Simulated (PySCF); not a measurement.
Input of a run (PBE0-D3(BJ)/def2-SVP geometry optimisation, gas phase (PySCF 2.14.0)), started from GFN2-xTB:
```
{"job": {"xc": "PBE0", "basis": "def2-SVP", "d3": "d3bj", "grid": 2, "kind": "geom"}, "charge": 0, "multiplicity": 1}
C     -2.393074    -0.856766    -0.251308
C     -1.093653    -0.458872     0.445821
N     -0.251958     0.343198    -0.425116
C     -0.677124     1.723926    -0.465312
C      1.184513     0.181987    -0.234664
C      1.637045    -1.184288    -0.754387
C      1.676922     0.406345     1.202412
H     -3.024351     0.007194    -0.438835
H     -2.166946    -1.331959    -1.201841
H     -2.947270    -1.555634     0.370663
H     -0.556458    -1.371649     0.703799
H     -1.329168     0.071183     1.384975
H     -1.704166     1.770666    -0.823531
H     -0.051029     2.276585    -1.164388
H     -0.634446     2.223948     0.516214
H      1.651529     0.942110    -0.872747
H      1.218697    -1.357172    -1.742035
H      1.317506    -1.989152    -0.097536
H      2.721785    -1.212908    -0.821519
H      2.763266     0.374341     1.228594
H      1.355181     1.378043     1.570404
H      1.292789    -0.361739     1.869486
```

Output (energies in Eh, forces in Eh/bohr):
```
step   0  E = -291.85789109  max force = 0.015190
step   1  E = -291.86016598  max force = 0.003814
step   2  E = -291.86021791  max force = 0.000519
step   3  E = -291.86022644  max force = 0.000272
optimisation converged
```

Q: Summarise the run.

A: The energy falls by 1.5 kcal/mol over 4 energy and gradient evaluations, the largest force component goes from 0.0152 to 2.7e-04 Eh/bohr, and the atoms move by 0.052 Å rms after alignment. Among the bonds, C1–H8, C1–H9, C6–H18, C7–H20 and C7–H22 change most and about equally (+0.014 to +0.015 Å). Bonds longer at the end by more than 0.005 Å: 15 of 21; shorter: 3. Among the angles that change most is H11–C2–H12, from 107.8° to 105.7°. The energy never rose by more than 1e-6 Eh on the way. The first step brought 97 % of the lowering.

Q: What are the final bond lengths?

A: C1–C2 1.521 Å, C2–N3 1.449 Å, N3–C4 1.439 Å, N3–C5 1.460 Å, C5–C6 1.524 Å, C5–C7 1.531 Å, C1–H8 1.101 Å, C1–H9 1.100 Å, C1–H10 1.101 Å, C2–H11 1.100 Å, C2–H12 1.114 Å, C4–H13 1.100 Å, C4–H14 1.101 Å, C4–H15 1.114 Å, C5–H16 1.104 Å, C6–H17 1.099 Å, C6–H18 1.102 Å, C6–H19 1.101 Å, C7–H20 1.101 Å, C7–H21 1.101 Å, C7–H22 1.102 Å. Numbering counts from 1 in the input's order; the species is `C(C)N(C)C(C)C` (methylethylisopropylamine).

The run used 173 basis functions and 29 SCF cycles in all. The run took 50 s of wall time on Arm Neoverse V2, one thread, shared host with 192 logical CPUs at a one-minute load of 38, and the process peaked at 0.80 GiB of memory.

Whether it is a minimum is left open (no frequencies). The numbers are those of one conformer.

The values belong to the conformer `[CH3:1][CH2:2][N:3]([CH3:4])[CH:5]([CH3:6])[CH3:7]`: C1–C2–N3–C4 76°, C2–N3–C5–C6 69°.
